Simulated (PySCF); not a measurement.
(Cl2B-mu-SH)2.
Geometry (PBE0-D3(BJ)/def2-SVP, Å), atoms numbered from 1 in this order:
```
atom  x, y, z in Å
B1    -0.6031   -1.1476    0.3439
Cl2    0.2842   -2.6961    0.5459
Cl3   -2.3768   -1.1730    0.6301
S4     0.2759    0.2860    1.4246
B5     0.6210    1.1347   -0.3520
Cl6    2.3894    1.2218   -0.6542
Cl7   -0.3211    2.6505   -0.5396
S8    -0.2183   -0.3231   -1.4330
H9    -0.8436    0.9784    1.7331
H10    0.9168   -1.0084   -1.6943
```

Method used: TDDFT CAM-B3LYP/def2-SVPD, vertical, gas phase, core orbitals frozen in the response (PySCF 2.14.0, density-fitted response routines).

Ground-to-excited transition dipoles (e·a0, same axes as the geometry; the sign carries no meaning), for the states with f of 0.002 or more among the lowest 10:

```csv
state,E (hartree),μx,μy,μz
S2,0.2451,0.009,0.083,0.215
S4,0.2480,0.150,0.277,-0.097
S6,0.2622,0.106,-0.072,-0.050
S9,0.2671,0.272,-0.143,-0.004
S10,0.2691,0.088,0.150,-0.044
```

Q: Work out the oscillator strengths.

A: f = (2/3) ΔE |μ|² with ΔE in hartree (27.2114 eV).

| state | \|μ\|² (au) | \|μ\| (D) | f |
| --- | --- | --- | --- |
| S2 | 0.053 | 0.59 | 0.009 |
| S4 | 0.108 | 0.84 | 0.018 |
| S6 | 0.019 | 0.35 | 0.003 |
| S9 | 0.094 | 0.78 | 0.017 |
| S10 | 0.032 | 0.46 | 0.006 |

Q: What angle do the transition dipoles of S4 and S9 make?

A: |cos θ| = |μa·μb| / (|μa| |μb|) = 0.02, so θ ≈ 89° (taken between 0 and 90°, since the signs are arbitrary).

One conformer stands for the species.
